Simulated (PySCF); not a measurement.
F3Y, charge -1, doublet, geometry from GFN2-xTB (such geometries of metal compounds can be far from the true shape) (the multiplicity is a formal guess) (core potentials on Y) (in this run its highest filled SCF level lies above zero, so its values depend strongly on the basis, on diffuse functions most of all). Base run: PBE0/def2-SVP (PySCF).

Input for PySCF:
```python
from pyscf import gto, scf, dft

mol = gto.M(
    atom='''
Y    -0.000000    0.000000    0.000000
F    -1.624289   -0.999947    0.071333
F     0.010960    1.749501   -0.763167
F     1.613330   -0.749554    0.691834
''',
    basis='def2-svp',
    ecp={'Y': 'def2-svp'},
    charge=-1,
    spin=1,
    verbose=4,
)

mf = dft.UKS(mol)
mf.xc = 'pbe0'
mf.kernel()
mf.analyze()
```

Variants of this job, named by their change:

```
change                                                                                                                  ΔE vs base (mEh)  fitting functions        outcome
----------------------------------------------------------------------------------------------------------------------  ----------------  -----------------  -------------
base                                                                                                                               0.000                  -      converged
auxbasis = even-tempered beta=1.6                                                                                                  0.000                866      converged
auxbasis = default (with mf = mf.density_fit())                                                                                    0.013                486      converged
auxbasis = def2-svp-ri                                                                                                                 -                  -  input refused
auxbasis = def2-universal-jkfit                                                                                                    0.013                486      converged
auxbasis = def2-tzvp-ri                                                                                                                -                  -  input refused
auxbasis = cc-pvtz-ri                                                                                                                  -                  -  input refused
auxbasis = cc-pvdz-jkfit                                                                                                               -                  -  input refused
exchange = seminumerical (SGX) (with mf = sgx.sgx_fit(mf, auxbasis='def2-universal-jfit'); with mf.with_df.dfj = True)            -0.367                236      converged
auxbasis = even-tempered beta=2.0                                                                                                 -0.403                595      converged
```

A fitting set is made for a task (jfit for Coulomb, jkfit for Coulomb and exchange, ri for correlation) and for a family of orbital bases.

Open shells are given as the SCF converged; they aren't shown to be the lowest states, and a large step between rows can be another state.

- auxbasis = def2-svp-ri: ended with `pyscf.lib.exceptions.BasisNotFoundError: Basis set not found for Y in def2-svp-ri`
- auxbasis = def2-tzvp-ri: ended with `pyscf.lib.exceptions.BasisNotFoundError: Basis set not found for Y in def2-tzvp-ri`
- auxbasis = cc-pvtz-ri: ended with `pyscf.lib.exceptions.BasisNotFoundError: Basis set not found for Y in cc-pvtz-ri`
